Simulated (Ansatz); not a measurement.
Relaxation of ClGaH$_{5}$O$_{2}$P (10 atoms, charge 0, multiplicity 1), to a largest force component of 0.03 eV/Å in at most 50 steps.

All numbers below come from RKS PBE0-D4/def2-SVP in Ansatz 0.2.0.

```xyz
10
Properties=species:S:1:pos:R:3
Ga -0.033 -0.168 0.004
O -0.222 -0.563 1.736
H -1.144 -0.655 2.005
O 1.570 -0.129 -0.741
H 2.271 -0.392 -0.133
Cl -1.755 0.188 -1.208
P 0.377 2.942 1.528
H 1.598 2.540 0.898
H -0.395 2.808 0.325
H 0.064 1.622 1.974
```

Question: Where does it end, and by what steps?

Answer: It converged. After 8 steps the energy has fallen by 0.060 eV; H8 moved furthest, 0.44 Å.

| step | energy less start (eV) | largest force component (eV/Å) | accepted |
| --- | --- | --- | --- |
| 0 | 0.0000 | 0.211 | yes |
| 1 | -0.0119 | 0.468 | yes |
| 2 | -0.0324 | 0.393 | yes |
| 3 | -0.0417 | 0.406 | yes |
| 4 | -0.0499 | 0.217 | yes |
| 5 | -0.0551 | 0.258 | yes |
| 6 | -0.0578 | 0.148 | yes |
| 7 | -0.0584 | 0.135 | yes |
| 8 | -0.0600 | 0.013 | yes |

```xyz
10
Properties=species:S:1:pos:R:3
Ga 0.014 -0.081 0.086
O -0.237 -0.786 1.698
H -1.163 -0.837 1.959
O 1.639 -0.036 -0.619
H 2.305 -0.413 -0.033
Cl -1.654 0.458 -1.138
P 0.465 2.979 1.359
H 1.441 2.277 0.586
H -0.564 2.810 0.384
H 0.085 1.820 2.105
```

Whether the end is a true minimum wasn't checked by a vibrational analysis.

Run time: 20 s on 4 threads of Arm Neoverse V2, with other jobs on the host, peak memory 0.33 GiB.
